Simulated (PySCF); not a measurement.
## Electron correlation in Cl³⁺ (chlorine, charge +3)

[Ne] 3s2 3p2, high-spin 3P determinant. Calculation: PySCF 2.14, in def2-SVP (4s3p1d, 18 functions); the non-relativistic Hamiltonian (point nucleus). Frozen: [Ne]; 4 electrons correlated.

MP2 pair energies summed by pair of shells (mhartree):

```tsv
pair	energy	share (%)
3s-3p	-34.56	60.8
3s-3s	-16.32	28.7
3p-3p	-5.98	10.5
```

Total MP2 correlation energy: -56.86 mhartree.

Same-spin part -8.85 and opposite-spin part -48.02 mhartree; SCS-MP2 scales them by 1/3 and 6/5 to -60.57 mhartree.

```json
{"level": "CCSD", "correlation energy (mhartree)": "-79.28"}
{"level": "(T)", "correlation energy (mhartree)": "-0.81"}
{"level": "CCSD(T)", "correlation energy (mhartree)": "-80.09"}
```

Diagnostics: T1 = 0.0062, D1 = 0.0166, largest double amplitude 0.105.

Cost of the coupled-cluster step: 0.06 s of wall time on 1 thread of Neoverse-V2 (shared host), for 4 correlated electrons.

Iterations:

```
CC2 = 0
CCSD nocc = (np.int64(3), np.int64(1)), nmo = (13, 13)
frozen orbitals [[0, 1, 2, 3, 4], [0, 1, 2, 3, 4]]
max_cycle = 100
direct = 0
conv_tol = 1e-08
conv_tol_normt = 1e-06
diis_space = 8
diis_start_cycle = 0
Init t2, MP2 energy = -0.0568647735243735
Init E_corr(UCCSD) = -0.0568647735251877
cycle = 1  E_corr(UCCSD) = -0.0723506523255032  dE = -0.0154858788  norm(t1,t2) = 0.0443078
cycle = 2  E_corr(UCCSD) = -0.0768325071198571  dE = -0.00448185479  norm(t1,t2) = 0.0161976
cycle = 3  E_corr(UCCSD) = -0.0792924308955503  dE = -0.00245992378  norm(t1,t2) = 0.00691799
cycle = 4  E_corr(UCCSD) = -0.0792671847836485  dE = 2.52461119e-05  norm(t1,t2) = 0.00103958
cycle = 5  E_corr(UCCSD) = -0.0792795938610577  dE = -1.24090774e-05  norm(t1,t2) = 0.00013585
cycle = 6  E_corr(UCCSD) = -0.0792756943790673  dE = 3.89948199e-06  norm(t1,t2) = 1.47761e-05
cycle = 7  E_corr(UCCSD) = -0.0792769891622257  dE = -1.29478316e-06  norm(t1,t2) = 2.72733e-06
cycle = 8  E_corr(UCCSD) = -0.0792766740295505  dE = 3.15132675e-07  norm(t1,t2) = 7.49656e-07
cycle = 9  E_corr(UCCSD) = -0.0792766735689392  dE = 4.60611216e-10  norm(t1,t2) = 4.5663e-08
UCCSD converged
E(UCCSD) = -456.6995251772618  E_corr = -0.07927667356893923
UCCSD(T) correction = -0.000812408711780276
```
